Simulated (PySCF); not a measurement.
Species: C₆H₁₄N₂Si.
Numbering: `[SiH3:1][NH:2]/[N:3]=[CH:4]/[CH:5]1[CH2:6][CH2:7][CH2:8][CH2:9]1`

NICS is the negative of the GIAO shielding at a point without a nucleus: at the ring centre (0) and 1 Å above and below it (1); zz is the component along the ring normal. Level: GIAO PBE0/pcSseg-1 (PySCF, non-relativistic, gas phase) on the GFN2-xTB geometry, one conformer.

Ring bond lengths (Å), with Mayer bond orders in brackets: C5–C6 1.546 (1.00), C6–C7 1.528 (1.02), C7–C8 1.524 (1.03), C8–C9 1.527 (1.03), C9–C5 1.546 (0.98).

Problem. What do the NICS probes read (ppm)?

Solution. 
```
          ring                                            type  NICS(0)  NICS(1), two faces  NICS(1)zz, two faces  rms pucker (Å)  centre to ring atoms, mean (Å)
C5–C6–C7–C8–C9  5-membered carbocycle; formal bonds all single     -5.3         -3.9 / -3.7           -4.7 / -3.7            0.18                            1.28
```

Problem. What can be read from them?

Solution. 
- C5–C6–C7–C8–C9: mean NICS(1)zz -4.2 ppm, shielded. C5, C6, C7, C8, C9 have four or more neighbours, and the NICS criterion for π rings isn't applied.
